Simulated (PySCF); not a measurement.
# Löwdin shares of the frontier orbitals

C₃H₆O₃Si.
Cartesian coordinates in Å at the GFN2-xTB level; atoms count from 1:
```xyz
13
C3H6O3Si angstrom
C      2.4118    0.2961   -0.0827
C      1.1779   -0.5448    0.0606
O      1.1524   -1.6933    0.4042
O      0.0613    0.1179   -0.2540
Si    -1.4354   -0.5951   -0.1896
C     -2.5169    0.9036   -0.6995
O     -3.7170    0.8537   -0.7662
H      3.2043   -0.0998    0.5454
H      2.1946    1.3294    0.1716
H      2.7365    0.2572   -1.1216
H     -1.7443   -1.0192    1.1692
H     -1.5286   -1.6641   -1.1753
H     -2.0010    1.8589   -0.9411
```

The calculation used PySCF 2.14.0, density-fitted response routines, TDDFT PBE0/def2-SVPD, vertical, gas phase, core orbitals frozen in the response.

Frontier orbitals with the atoms that hold most of them (Löwdin shares over 4%, at most four atoms; ? is withheld):

```tsv
orbital	ε (eV)	atoms
LUMO+2	-0.01	Si5 32%, H11 11%, H12 10%, C2 10%
LUMO+1	-0.30	C2 38%, O3 28%, O4 12%, C1 9%
LUMO	-1.91	C6 40%, O7 33%, Si5 13%, H13 6%
HOMO	?	?
HOMO-1	-8.58	?
HOMO-2	-9.59	O4 32%, O3 23%, Si5 16%, H12 10%
HOMO-3	-10.50	O3 27%, Si5 18%, H12 10%, H11 10%
```

Q: Give the leading atoms of the HOMO-1.

A: O3 (bonded to C) 68%; O4 (bonded to C and Si) 10%; C2 (bonded to C and 2 O) 8%; C1 (bonded to C and 3 H) 8%. By element: oxygen 78% or more, carbon 16% or more.

Q: Give the leading atoms of the HOMO.

A: O7 (bonded to C) 52%; C6 (bonded to O, Si and H) 21%; Si5 (bonded to C, O and 2 H) 11%; H13 (bonded to C) 10%.

Q: What is the HOMO energy, and the HOMO–LUMO gap?

A: ε(HOMO) = -7.32 eV; the gap is 5.41 eV (0.1988 hartree).

Q: How does S1 compare with the orbital gap of 5.41 eV?

A: S1 is at 3.19 eV (f = 0.0006), 2.22 eV below the gap, made of HOMO→LUMO (98%). Without the coupling terms of the response equations the lowest excitation would equal the gap.

Next come S2 at 5.61 eV (f 0.0003), HOMO-1→LUMO (68%), HOMO-1→LUMO+1 (30%); S3 at 6.02 eV (f 0.0063), HOMO→LUMO+2 (87%); S4 at 6.11 eV (f 0.0007), HOMO-1→LUMO+1 (46%), HOMO→LUMO+1 (27%), HOMO-1→LUMO (24%); S5 at 6.15 eV (f 0.0000), HOMO→LUMO+1 (68%), HOMO-1→LUMO+1 (21%).

One conformer stands for the species.
